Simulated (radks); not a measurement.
The numbers below are computed, except where a source is named.
Species: P3+. Configuration: [Ne] 3s2 (the NIST ground configuration). Code: a radial shooting solver on a logarithmic mesh with Libxc functionals. Model: non-relativistic Kohn-Sham, PBE, spin-unpolarised, spherical densities, point nucleus.

Unscreened Slater integrals over Kohn-Sham orbitals (hartree). Empty in this configuration: 3p.

F0(3s,3s): 0.53736
F0(3s,2p): 0.70969
G1(3s,2p): 0.056380
F0(3s,2s): 0.70363
G0(3s,2s): 0.044883
F0(3s,1s): 0.77945
G0(3s,1s): 0.022798
F0(3s,3p): 0.51126
G1(3s,3p): 0.34284
F0(2p,2p): 1.8999
F2(2p,2p): 0.87637
F0(2p,2s): 1.8051
G1(2p,2s): 1.0729
F0(2p,1s): 2.6659
G1(2p,1s): 0.37364
F0(2p,3p): 0.65990
F2(2p,3p): 0.11951
G0(2p,3p): 0.049962
G2(2p,3p): 0.049586
F0(2s,2s): 1.7428
F0(2s,1s): 2.4617
G0(2s,1s): 0.20117
F0(2s,3p): 0.65214
G1(2s,3p): 0.038714
F0(1s,1s): 9.0489
F0(1s,3p): 0.72723
G1(1s,3p): 0.037206
F0(3p,3p): 0.48896
F2(3p,3p): 0.25126
